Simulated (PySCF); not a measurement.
Static response to an electric field

Compound: BiMe2I, C₂H₆BiI.
Structure used (PBE0-D3(BJ)/def2-SVP), in Å, numbered top down from 1:
```
atom  x, y, z in Å
Bi1   -0.3077   -0.5348    1.2588
C2     1.5894   -0.5300    0.0139
H3     1.3148   -0.4867   -1.0481
H4     2.1606   -1.4455    0.2169
H5     2.1889    0.3520    0.2859
C6    -1.2436    1.1206    0.0204
H7    -2.3330    1.1014    0.1570
H8    -0.9957    0.9580   -1.0366
H9    -0.8424    2.0878    0.3589
I10   -1.5311   -2.6228   -0.2271
```

Level: B3LYP/def2-SVPD (PySCF), static field, nuclei fixed, core orbitals frozen in the response. The polarisability tensor in these axes (au):

```
x   116.25  11.24   5.11
y    11.24 128.85   8.75
z     5.11   8.75 102.85
```

Question: Diagonalise the tensor; give its mean and Δα, where Δα² is half the sum of the squared differences of the eigenvalues.

Answer: Principal values 99.96, 109.66 and 138.33 au; mean 115.98 au = 17.19 Å³ = 19.12 × 10⁻⁴⁰ C²·m²/J; Δα = 34.55 au (30 % of the mean).

Question: What is the dipole moment, and where does it point?

Answer: (1.54, 2.63, 1.57) D, 3.43 D in size, pointing from the negative to the positive side. Measured along this direction, the outermost atoms are I10 at the negative end and H9 and H5 at the positive end.

Question: What depolarisation ratio follows for Rayleigh scattering of linearly polarised light, taking the static tensor?

Answer: ρ = 3Δα²/(45ᾱ² + 4Δα²) = 3581.8/(605354 + 4775.8) = 0.00587.

Question: Give the principal axes and the span of the nuclei along them.

Answer: Largest value along (0.49, 0.83, 0.27), where the nuclei span 4.42 Å; middle along (0.86, -0.50, 0.00), 5.16 Å; least along (-0.14, -0.24, 0.96), 2.47 Å. The strongest response doesn't lie along the longest of the three spans.

Question: In a dilute gas of rigid molecules at 400 K, how does the orientational term μ²/3kT compare with the electronic polarisability?

Answer: In Gaussian units μ²/3kT = 70.92 Å³ against 17.19 Å³, a ratio of 4.13; the Debye molar polarisation (4π/3)N_A(α + μ²/3kT) is 222.3 cm³/mol, leaving out the vibrational part.

Question: What molar refraction does this α imply?

Answer: Lorentz–Lorenz: R = (4π/3)N_A α = 2.5225 cm³/(mol·Å³) × 17.19 Å³ = 43.4 cm³/mol, in the limit of long wavelengths.

Isolated species at its PBE0-D3(BJ)/def2-SVP geometry, gas phase. Atoms past krypton carry effective core potentials; spin–orbit coupling is left out.

These values come from a run that also computed excited states and ΔSCF ions. On one thread, x86-64 server, no GPU, on a shared host, this took 2.5 min wall.
